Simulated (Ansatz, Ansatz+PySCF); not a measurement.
```csv
atom,x (Å),y (Å),z (Å)
H,1.4142,0.0000,0.0000
H,0.0000,1.4142,0.0000
H,-1.4142,0.0000,0.0000
H,0.0000,-1.4142,0.0000
```

Basis set: cc-pVDZ (spherical functions). All electrons are correlated. Charge 0, multiplicity 1.

Computed with Ansatz (development build ahead of 0.2.0); each method stands on the lowest determinant of its kind that the runs found. Restricted open shells among the atoms or ions are ROHF, correlated in semicanonical orbitals with singles. Restricted functionals stand beside restricted open-shell atoms, which can lie above the unrestricted atoms usual in DFT and then raise those values.

The atomization energy at this shape (free ground-state atoms in the same class of orbitals less the molecule, no zero-point energy) of singlet H₄:

```
               method  atomization energy
r²SCAN (unrestricted)             1.42 eV
  PBE0 (unrestricted)             0.96 eV
         UHF-CCSDT(Q)             0.87 eV
          UHF-CCSD(T)             0.85 eV
         RHF-CCSDT(Q)             0.84 eV
 ωB97X (unrestricted)             0.63 eV
              UHF-MP2             0.48 eV
                  UHF             0.35 eV
     PBE (restricted)            -0.73 eV
  r²SCAN (restricted)            -1.15 eV
    PBE0 (restricted)            -1.53 eV
   ωB97X (restricted)            -1.84 eV
              RHF-MP2            -2.01 eV
                  RHF            -5.11 eV
```

(1) What does PBE (unrestricted) give?

## Answers

(1) 1.10 eV. Caution: the shape is not the minimum. Caution for r²SCAN (unrestricted): the unrestricted determinant is spin contaminated. Caution for PBE0 (unrestricted), PBE (unrestricted), UHF-CCSDT(Q), UHF-CCSD(T), ωB97X (unrestricted), UHF-MP2, UHF: the unrestricted determinant is a mixture of spin states. Caution for UHF-CCSDT(Q), UHF-CCSD(T), RHF-CCSDT(Q), UHF-MP2, RHF-MP2: large amplitudes, a single reference is doubtful. Caution for UHF-CCSD(T): the program doubts this total. Caution for RHF-CCSDT(Q), PBE (restricted), r²SCAN (restricted), PBE0 (restricted), ωB97X (restricted), RHF-MP2, RHF: an unrestricted determinant lies well below. Caution for RHF-CCSDT(Q): the amplitudes may be one of several solutions. Caution for RHF-CCSDT(Q), ωB97X (restricted), RHF-MP2, RHF: the determinant breaks the point group. Caution for r²SCAN (restricted), PBE0 (restricted), ωB97X (restricted), RHF-MP2, RHF: the molecule lies well above its atoms at this level.
